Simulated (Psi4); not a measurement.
boron monoxide dimer (B2O2), singlet, at a GFN2-xTB geometry; SVWN/STO-3G in Psi4 1.11.

Input for Psi4:
```
memory 2 GB

molecule mol {
0 1
O    -0.000000   -0.000000   -1.997373
B    -0.000000   -0.000000   -0.809405
B     0.000000    0.000000    0.809405
O     0.000000    0.000000    1.997373
}

set {
  basis sto-3g
  reference rks
}

energy('svwn')
print_variables()
```

Q: Predict the main parts of the log of this Psi4 run.

A: 
```
   => Loading Basis Set <=

    Name: STO-3G
    Role: ORBITAL
    Keyword: BASIS

         ---------------------------------------------------------
                                   SCF
               by Justin Turney, Rob Parrish, Andy Simmonett
                          and Daniel G. A. Smith
                              RKS Reference
         ---------------------------------------------------------

  ==> Geometry <==

    Molecular point group: d2h
    Full point group: D_inf_h

    Geometry (in Angstrom), charge = 0, multiplicity = 1:

       Center              X                  Y                   Z               Mass
    ------------   -----------------  -----------------  -----------------  -----------------
         O            0.000000000000     0.000000000000    -1.997373000000    15.994914619570
         B            0.000000000000     0.000000000000    -0.809405000000    11.009305360000
         B            0.000000000000     0.000000000000     0.809405000000    11.009305360000
         O            0.000000000000     0.000000000000     1.997373000000    15.994914619570

  Running in d2h symmetry.

  Rotational constants: A = ************  B =      0.11868  C =      0.11868 [cm^-1]
  Rotational constants: A = ************  B =   3557.78986  C =   3557.78986 [MHz]
  Nuclear repulsion =   67.368915811572322

  Charge       = 0
  Multiplicity = 1
  Electrons    = 26
  Nalpha       = 13
  Nbeta        = 13

  ==> Algorithm <==

  SCF Algorithm Type is DF.
  DIIS enabled.
  MOM disabled.
  Fractional occupation disabled.
  Guess Type is SAD.
  Energy threshold   = 1.00e-06
  Density threshold  = 1.00e-06
  Integral threshold = 1.00e-12

  ==> Primary Basis <==

  Basis Set: STO-3G
    Blend: STO-3G
    Number of shells: 12
    Number of basis functions: 20
    Number of Cartesian functions: 20
    Spherical Harmonics?: true
    Max angular momentum: 1

  ==> DFT Potential <==

   => LibXC <=

    Version 7.1.2
    S. Lehtola, C. Steigemann, M. J. T. Oliveira, and M. A. L. Marques,  SoftwareX 7, 1–5 (2018) (10.1016/j.softx.2017.11.002)

   => Composite Functional: SVWN <=

    Slater exchange
    Vosko, Wilk & Nusair (VWN5_RPA)
    P. A. M. Dirac,  Math. Proc. Cambridge Philos. Soc. 26, 376 (1930) (10.1017/S0305004100016108)
    F. Bloch,  Z. Phys. 57, 545 (1929) (10.1007/BF01340281)
    S. H. Vosko, L. Wilk, and M. Nusair,  Can. J. Phys. 58, 1200 (1980) (10.1139/p80-159)

    Deriv               =              1
[...]
   @DF-RKS iter   5:  -196.42808503440236   -2.60730e-04   1.70091e-04 ADIIS/DIIS
   @DF-RKS iter   6:  -196.42808637416158   -1.33976e-06   8.86275e-06 DIIS
   @DF-RKS iter   7:  -196.42808637778799   -3.62641e-09   3.96114e-07 DIIS
  Energy and wave function converged.

  ==> Post-Iterations <==

   Electrons on quadrature grid:
      Ntotal   =   25.9999960074 ; deviation = -3.993e-06

    Orbital Energies [Eh]
    ---------------------

    Doubly Occupied:

[...]
       1B3g   -0.266067

    Virtual:

[...]
       6B1u    0.950111

    Final Occupation by Irrep:
             Ag   B1g   B2g   B3g    Au   B1u   B2u   B3u
    DOCC [     5,    0,    1,    1,    0,    4,    1,    1 ]
    NA   [     5,    0,    1,    1,    0,    4,    1,    1 ]
    NB   [     5,    0,    1,    1,    0,    4,    1,    1 ]

  @DF-RKS Final Energy:  -196.42808637778799

   => Energetics <=

    Nuclear Repulsion Energy =             67.3689158115723217
    One-Electron Energy =                -404.3798692307011038
    Two-Electron Energy =                 164.8495866417738114
    DFT Exchange-Correlation Energy =     -24.2667196004330243
    Empirical Dispersion Energy =           0.0000000000000000
    VV10 Nonlocal Energy =                  0.0000000000000000
    Total Energy =                       -196.4280863777879915

Computation Completed

Properties will be evaluated at   0.000000,   0.000000,   0.000000 [a0]

Properties computed using the SCF density matrix

 Multipole Moments:

 ------------------------------------------------------------------------------------
     Multipole            Electronic (a.u.)      Nuclear  (a.u.)        Total (a.u.)
 ------------------------------------------------------------------------------------

 L = 1.  Multiply by 2.5417464519 to convert [e a0] to [Debye]
 Dipole X            :          0.0000000            0.0000000            0.0000000
 Dipole Y            :          0.0000000            0.0000000            0.0000000
 Dipole Z            :          0.0000000           -0.0000000           -0.0000000
 Magnitude           :                                                    0.0000000

 ------------------------------------------------------------------------------------

  Variable Map:
  ----------------------------------------------------------------------------
[...]
  Array Variable Map:
  ----------------------------------------------------------------------------
[...]
[...]
```
